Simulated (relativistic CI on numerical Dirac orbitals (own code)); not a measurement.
**Hf³⁸⁺: sensitivity of the levels to the model**

Base calculation: Dirac-Coulomb-Breit CI, KLI orbitals optimised for each configuration, model QED, unscaled Slater integrals.

CI space (outside the closed core [Ar] 3d10): 4s²4p⁴, 4s4p⁵, 4s²4p³4d, 4p⁶, 4s4p⁴4d, 4s²4p³4f, 4s4p⁴4f, 4p⁵4d, 4s4p³4d², 4s²4p²4d4f, 4p⁵4f, 4p⁴4d², 4p³4d³, 4p³4d²4f. Double excitations out of closed p, d and f shells are left out; levels of such configurations are missing from the list, as are those of other unlisted configurations, and high levels can miss mixing partners.

Variants: (1) P86 correlation estimate; (2) Breit term removed; (3) QED terms removed. Shifts of the energy above 4s²4p⁴ ³P2, in cm⁻¹, for the lowest level and the first level of each name with at least 55 % of one term (blank where a level changes its place among those of its configuration and J or its character, or is not in the variant):

```tsv
Level	Base	Δ(1)	Δ(2)	Δ(3)
4s²4p⁴ ³P2	0	0	0	0
4s²4p⁴ ¹S0	78874	-12	-443	-3
4s²4p⁴ ³P1	637372	+5	+6976	-710
4s²4p⁴ ¹D2	673971	+14	+7300	-706
4s²4p³4d ³P°0	1186675	+1453	+3206	+1584
4s²4p⁴ ³P0	1344259	+11	+13894	-1356
4s²4p³4d ³G°5	1969347	+1472	+15103	+513
4s4p⁵ ³P°0	2118665	+1017	+10436	+4596
4s4p⁴4d ⁵F5	2657463	+3915	+8468	+8229
4s4p⁴4d ³P0	2673311	+2054	+5014	+9779
```

At this charge energies of transitions that change n are usually good to better than 1 %, and those within a shell (Δn = 0) to a few per cent.

Ionisation energy from the two ground configurations alone: base 1775.42 eV; P86 correlation estimate 1777.24 eV; Breit term removed 1776.87 eV. The NIST ASD value (theoretical) is 1776 eV.

LS names give the leading component of a level, which can be under half, so a name can repeat, a term be missing and a line seem to break the LS rules.
